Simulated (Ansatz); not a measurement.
Consider the redistribution: `BN([SiH2][SiH3])C(C)(C)C` + `CO[SiH](Br)O[SiH3]` → `[SiH3]O[SiH](Br)O[SiH3]` + `BN([SiH2]C)C(C)(C)C`.

Calculated with Ansatz (gas phase, PBE0-D4/def2-TZVP geometries, no zero-point term in ΔE). CBS: MP2 limit from def2 TZ/QZ plus the TZ coupled-cluster correction, frozen cores. Functionals use def2-TZVPP. B3LYP here is the variant with VWN-RPA as its local correlation; programs differ in this. For Br outer-core shells are correlated without core-valence functions, which leaves a few kJ/mol of doubt a bond. Scalar relativity is left out up to krypton. Each species was taken in one conformer, which may not be the lowest.

Problem. Is it downhill or uphill in electronic energy at CCSD(T)/CBS, and by how much? (An estimate is asked.)

Solution. Ansatz gave: Downhill: ΔE = -209.4 kJ/mol.

Problem. What do these levels give: B3LYP-D4, ωB97X-V, PBE, HF/def2-QZVPP, SCS-MP2/def2-QZVPP, CCSD/CBS(def2)? (Best estimate.)

Solution. The calculation gave: B3LYP-D4 -200.7, ωB97X-V -199.3, PBE -178.1, HF/def2-QZVPP -221.9, SCS-MP2/def2-QZVPP -219.3, CCSD/CBS(def2) -212.3 kJ/mol.

Largest T1 diagnostic among the species: 0.012.

From PBE to PBE0 (25 % exact exchange), in def2-TZVPP and without D4, ΔE moves by −10.6 kJ/mol.
